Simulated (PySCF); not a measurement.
Compound: C3H9FSi2 (triplet state).
SMILES with atom numbers: `[CH3:1][Si:2]([CH3:3])([CH3:4])[Si:5][F:6]` (hydrogens: H7, H8, H9 on C1; H10, H11, H12 on C3; H13, H14, H15 on C4)

Cartesian coordinates in Å at the GFN2-xTB level; atoms count from 1:
```xyz
15
C3H9FSi2 angstrom
C      0.1854    1.6953    0.5558
Si    -0.0543   -0.1819    0.2295
C     -1.1474   -0.3009   -1.3448
C      1.6411   -0.9718   -0.1308
Si    -0.8323   -1.3667    2.0151
F     -2.3321   -0.7479    2.4078
H     -0.7624    2.1626    0.8069
H      0.8638    1.8663    1.3867
H      0.5891    2.2125   -0.3115
H     -1.2704   -1.3330   -1.6606
H     -0.7226    0.2512   -2.1799
H     -2.1376    0.1019   -1.1525
H      2.3171   -0.8849    0.7123
H      1.5538   -2.0230   -0.3812
H      2.1044   -0.4718   -0.9746
```

The hyperfine couplings belong to this conformer and change with its torsions.

Method used: UKS B3LYP, pcH-1 on C F H Si, non-relativistic, mean-field spin-orbit, GIAO in PySCF 2.14.0. Geometry: GFN2-xTB; no solvent, vibrations or thermal averaging. This triplet need not be the ground state; the singlet was not compared here. A GFN2-xTB geometry isn't a minimum of the functional, and hyperfine couplings can be far from their values at a DFT geometry, by a factor of two or more for some ions and for spin on atoms past the first row. No stability test was run, so a lower SCF solution isn't excluded.

Question: Break the g tensor into its mass correction, gauge correction and orbital-Zeeman/spin–orbit terms.

Answer: 
```tsv
Δg (ppm)	1	2	3
relativistic mass correction	-163	-163	-163
gauge correction	33	46	44
orbital Zeeman/spin–orbit	-929	-119	762
total	-1059	-236	642
```

So g = 2.00126, 2.00208, 2.00296 and g_iso = 2.00210; the tensor is rhombic: the two nearest values differ by 48 % of g3 − g1. Axes: g1 points within 11° of the Si2–Si5 bond.

Question: What are the electron Larmor frequencies g μB B/h along the three axes at 3350 mT?

Answer: 93.8339, 93.8725, 93.9137 GHz for g1, g2 and g3, a range of 79.8 MHz.

Question: What effective moment and Curie constant follow for a powder at temperatures where kT is far above the zero-field splitting?

Answer: With the mean of g² = 4.0084 and S(S+1) = 2.00: μ_eff = √(⟨g²⟩S(S+1)) = 2.831 μB and χT = 0.12505·⟨g²⟩·S(S+1) = 1.003 cm³ K/mol (cgs; spin-Hamiltonian part alone).

Question: How much does each term add to the isotropic shift?

Answer: The mass correction -163, the orbital-Zeeman/spin–orbit term -95 and the gauge correction 41 ppm, for a total of -218 ppm. The mass correction is the largest in size. The mass correction is the same along every axis, so the anisotropy comes from the other two: their spans along these axes are 13 (gauge) and 1691 ppm (orbital Zeeman/spin–orbit).

The Mulliken spin populations are largest on Si5 (+1.55), Si2 (+0.29) and F6 (+0.09).

The HOMO–LUMO gaps are 4.35 eV among the α and 4.66 eV among the β orbitals.

The run took 2.2 min (grids of density and orbitals included) on an Arm Neoverse V1 with one thread, no GPU, shared host with 32 logical CPUs at a one-minute load of 27, and the process peaked at 1.0 GiB of memory.
